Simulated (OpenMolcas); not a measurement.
**Cr3+: moving the ligands**

Cr3+ with 6 ligands (bromide) in octahedral coordination (Oh) at 2.52 Å. A charge of +0.5 e stands 2.6 Å behind each ligand. Ligand basis ANO-RCC-VDZP.
```
Cr    0.0000    0.0000    0.0000
Br    2.5200    0.0000    0.0000
Br    0.0000    2.5200    0.0000
Br   -2.5200    0.0000    0.0000
Br    0.0000   -2.5200    0.0000
Br    0.0000    0.0000    2.5200
Br    0.0000    0.0000   -2.5200
```

```json
{
  "Program": "OpenMolcas 26.06",
  "Method": "CASSCF",
  "Basis": "ANO-RCC-VTZP [6s5p3d2f1g]",
  "Scalar Hamiltonian": "DKH2, point nucleus",
  "Active space": "3 electrons in 5 orbitals (3d)",
  "State averaging": "2S+1 = 4 even, 10 roots; 2S+1 = 2 even, 40 roots",
  "Spin-orbit coupling": "RASSI with atomic mean-field integrals over the reference wave functions"
}
```

Runs around this geometry, states (labels of O, the rotations of Oh). Energies in cm-1 above the lowest state or level, χT in cm3 K/mol.

| R (Å) | Ground state | First state of that spin | First gap with spin-orbit (degeneracies) | χT at 300 K | First state of another spin |
| --- | --- | --- | --- | --- | --- |
| 2.42 | 4A2 | 4T2 11889 | 11769 (4, 2) | 1.855 | 2E 18767 |
| 2.52 | 4A2 | 4T2 9725 | 9608 (4, 2) | 1.843 | 2E 18966 |
| 2.6 | 4A2 | 4T2 8353 | 8239 (4, 2) | 1.832 | 2E 19070 |

Taking the first state of the same spin as R^-n, n = -ln(8353 / 11889) / ln(2.6 / 2.42) = 4.9 between the shortest and longest distance.

Without dynamic correlation the repulsion within the d shell is too large (B by tens of per cent), so at a given field states of lower spin stand too high. Ligand-to-metal charge-transfer states are missing. With no ligand orbital active B as a rule stays too high, so bands that hang on it stand too high and its fall with covalency is understated. With metal d orbitals alone and no dynamic correlation the field as a rule comes out too small, by tens of per cent, by up to half for chloride and softer ligands. No measured value stands beside these numbers; the geometry was imposed, not optimised, and the real ion may take another.
